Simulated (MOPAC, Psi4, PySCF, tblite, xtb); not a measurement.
Dimer H2 ··· HCl (SMILES [H][H] and Cl), singlet at R = 3.42 Å between the centres of mass, closest contact 3.10 Å (a random orientation, not optimised). Geometry in Å and degrees:

```
Cl
H 1 1.2820
H 1 3.1027 2 104.75
H 3 0.7438 1 143.48 2 -48.73
```

Levels: GFN2-xTB (tblite); SAPT0/jun-cc-pVDZ, frozen core (Psi4); B3LYP/def2-TZVP, counterpoise-corrected (Psi4); B3LYP-D3(BJ)/def2-TZVP, counterpoise-corrected (Psi4); PBE/def2-TZVP, counterpoise-corrected (Psi4); PBE-D3(BJ)/def2-TZVP, counterpoise-corrected (Psi4); M06-2X/def2-TZVP, counterpoise-corrected (Psi4); HF/aug-cc-pVTZ, counterpoise-corrected (Psi4); MP2/aug-cc-pVTZ = DF-MP2/aug-cc-pVTZ, frozen core, counterpoise-corrected (Psi4); SCS-MP2/aug-cc-pVTZ = DF-SCS-MP2/aug-cc-pVTZ, frozen core, counterpoise-corrected (Psi4 1.11); MP2/aug-cc-pVDZ = DF-MP2/aug-cc-pVDZ, frozen core, counterpoise-corrected run with Psi4; CCSD/aug-cc-pVDZ = DF-CCSD/aug-cc-pVDZ, frozen core, counterpoise-corrected (Psi4); CCSD(T)/aug-cc-pVDZ = DF-CCSD(T)/aug-cc-pVDZ, frozen core, counterpoise-corrected run with Psi4; PM7, restricted, heats of formation (MOPAC); AM1, restricted, heats of formation (MOPAC); GFN1-xTB (xtb); RKS-B3LYP/6-31G* = restricted B3LYP/6-31G*, spherical d, no counterpoise correction run with PySCF 2.14.0; RMP2/6-31G* = restricted MP2 (frozen core)/6-31G*, spherical d, no counterpoise correction (PySCF); RKS-LDA (SVWN5)/6-31G* = restricted LDA (SVWN5)/6-31G*, spherical d, no counterpoise correction in PySCF; RKS-B3LYP/LANL2DZ = PySCF with restricted B3LYP/LANL2DZ, with its core potentials past Ne, no counterpoise correction.

Task: What interaction energy does each level give?

Result: 
| method | E_int / kcal/mol |
|---|---|
| RKS-LDA (SVWN5)/6-31G* | -0.83 |
| PBE-D3(BJ)/def2-TZVP | -0.38 |
| PM7 | -0.31 |
| GFN1-xTB | -0.20 |
| B3LYP-D3(BJ)/def2-TZVP | -0.15 |
| PBE/def2-TZVP | -0.14 |
| MP2/aug-cc-pVTZ | -0.11 |
| M06-2X/def2-TZVP | -0.09 |
| RKS-B3LYP/LANL2DZ | -0.04 |
| GFN2-xTB | -0.04 |
| MP2/aug-cc-pVDZ | -0.01 |
| CCSD(T)/aug-cc-pVDZ | -0.01 |
| AM1 | -0.01 |
| SCS-MP2/aug-cc-pVTZ | 0.00 |
| CCSD/aug-cc-pVDZ | 0.03 |
| RMP2/6-31G* | 0.08 |
| RKS-B3LYP/6-31G* | 0.10 |
| SAPT0/jun-cc-pVDZ | 0.12 |
| B3LYP/def2-TZVP | 0.21 |
| HF/aug-cc-pVTZ | 0.38 |
